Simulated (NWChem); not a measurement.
Species: SiF₃, doublet; SMILES F[Si](F)F

Computed with NWChem. Spin-unrestricted. In the optimisation the excess spin sits in a (C3, its own frame). No stability test was run on the SCF state. The level has its own optimisation; frequencies are unscaled.

### Question
Predict the results for UHF/STO-3G. Quantities: r F–Si (Å); highest harmonic frequency (cm⁻¹); lowest (cm⁻¹); zero-point energy (kcal/mol); dipole (D).

### Answer
| Property | Result |
|---|---|
| r F–Si (Å) | 1.612 |
| highest harmonic frequency (cm⁻¹) | 1011 |
| lowest (cm⁻¹) | 308 |
| zero-point energy (kcal/mol) | 5.6 |
| dipole (D) | 2.11 |
